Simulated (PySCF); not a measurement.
Ge(OH)3(NH2) (GeH₅NO₃), SMILES [NH2][Ge]([OH])([OH])[OH].

Geometry: ωB97X-D3(BJ)/def2-SVP. The structure was generated by enumeration, and PubChem lists no compound with its InChIKey, so it may never have been made. The values are those of a single conformer.

These are PySCF 2.14.0 with ωB97X-D3(BJ)/def2-SVP values and carry that method's errors.

Frequencies are harmonic and unscaled.

```csv
mode,ν (cm⁻¹),IR (km/mol),moving atoms (share of kinetic energy)
1,92,25.1,"H 62 %, O 33 %"
2,155,60.5,"H 65 %, O 23 %, N 11 %"
3,202,32.5,"O 46 %, H 32 %, N 19 %"
4,226,14.9,"H 70 %, O 13 %, N 9 %"
5,250,19.2,"O 52 %, H 20 %, Ge 19 %, N 9 %"
6,260,51.0,"H 48 %, O 33 %, Ge 11 %"
7,269,32.6,"O 53 %, Ge 22 %, H 17 %, N 9 %"
8,302,51.0,"H 76 %, O 18 %"
9,330,169.0,"H 59 %, O 33 %"
10,504,204.1,"H 71 %, N 27 %"
11,712,3.8,"O 72 %, N 22 %"
12,747,128.0,"O 74 %, Ge 21 %"
13,759,129.7,"O 63 %, Ge 20 %, N 12 %"
14,769,96.5,"O 34 %, N 34 %, Ge 22 %, H 10 %"
15,869,2.3,H 87 %
16,893,44.7,H 89 %
17,905,155.6,"H 88 %, O 10 %"
18,926,168.3,"H 84 %, O 9 %"
19,1551,37.5,"H 90 %, N 10 %"
20,3602,27.0,H 96 %
21,3702,36.8,"H 91 %, N 9 %"
22,3899,84.9,H 94 %
23,3910,96.4,H 94 %
24,3915,75.5,H 94 %
```
